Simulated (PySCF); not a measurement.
Compound: C6H11N3O.
Structure used (GFN2-xTB), in Å, numbered top down from 1:
```
atom  x, y, z in Å
C1    -1.021   -2.052    0.455
C2    -0.671   -1.101   -0.686
N3    -0.223    0.174   -0.190
C4    -0.943    1.311    0.109
C5    -2.402    1.449   -0.103
N6    -0.154    2.225    0.580
N7     1.106    1.731    0.619
C8     1.051    0.515    0.167
O9     2.050   -0.360    0.023
C10    3.315    0.152    0.407
H11   -1.374   -2.998    0.052
H12   -0.143   -2.238    1.068
H13   -1.800   -1.627    1.083
H14    0.139   -1.523   -1.288
H15   -1.541   -0.932   -1.327
H16   -2.649    1.348   -1.160
H17   -2.950    0.690    0.455
H18   -2.703    2.434    0.240
H19    4.024   -0.660    0.261
H20    3.582    1.012   -0.210
H21    3.298    0.467    1.453
```

Computed at PBE0/pcSseg-1 (PySCF, non-relativistic), with Q(14N) = 0.02044 b, Q(17O) = −0.0256 b: N3, 14N (I = 1): χzz = -3.539 MHz, η = 0.177; N6, 14N (I = 1): χzz = -4.895 MHz, η = 0.381; N7, 14N (I = 1): χzz = -4.362 MHz, η = 0.665; O9, 17O (I = 5/2): χzz = -11.30 MHz, η = 0.793.

Where would the pure quadrupole (NQR) lines of 14N at N3 fall for the rigid, isolated species?

From ν± = (3/4)|χ|(1 ± η/3) and ν0 = |χ|η/2: ν+ 2.810 MHz, ν− 2.498 MHz, ν0 0.313 MHz (pyrrole-type nitrogen).

Find the zero-field quadrupole resonance frequencies of 14N at N6.

From ν± = (3/4)|χ|(1 ± η/3) and ν0 = |χ|η/2: ν+ 4.138 MHz, ν− 3.205 MHz, ν0 0.932 MHz (pyridine-type nitrogen).

Find the zero-field quadrupole resonance frequencies of 14N at N7.

From ν± = (3/4)|χ|(1 ± η/3) and ν0 = |χ|η/2: ν+ 3.997 MHz, ν− 2.546 MHz, ν0 1.451 MHz (pyridine-type nitrogen).

Find the zero-field quadrupole resonance frequencies of 17O at O9.

From the eigenvalues of H = χ/[4I(2I − 1)] × [3Iz² − I(I + 1) + η(Ix² − Iy²)], steps between neighbouring levels, labelled as for η = 0: ±1/2↔±3/2 2.595 MHz, ±3/2↔±5/2 3.091 MHz (aryl ether oxygen).

In a crystal, neighbours and librations shift these lines. GFN2-xTB bond lengths can be off by several hundredths of an ångström, more for odd bonds, and the gradients follow them. The basis is small and wasn't made for field gradients, so the couplings can be 20 % off.

One conformer stands for the species.
